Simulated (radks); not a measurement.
Question: Spherical quantum dot in the effective-mass picture: electrons in a hard-walled sphere of radius 3.78, with a point charge +1 (a donor) at the centre, all in effective atomic units (hartree* = m*/eps^2 hartree, bohr* = eps/m* bohr), one dielectric constant everywhere. Calculated with a radial shooting solver with Libxc functionals: non-relativistic Kohn-Sham, PBEsol, spin-polarised, spherical densities. Levels are named by radial order and angular momentum (1s, 1p, 1d, 2s, ...), and open shells are averaged over m. At N = 29 the configuration is 1s2 1p6 1d10 2s(up 1, down 0) 1f(up 7, down 3). Does electron 30 go into 2s down or 1f down or 1g up?

Answer: Into 1f down. The total energies of the other choices lie higher by 0.142 hartree* (2s down), 0.479 hartree* (1g up).
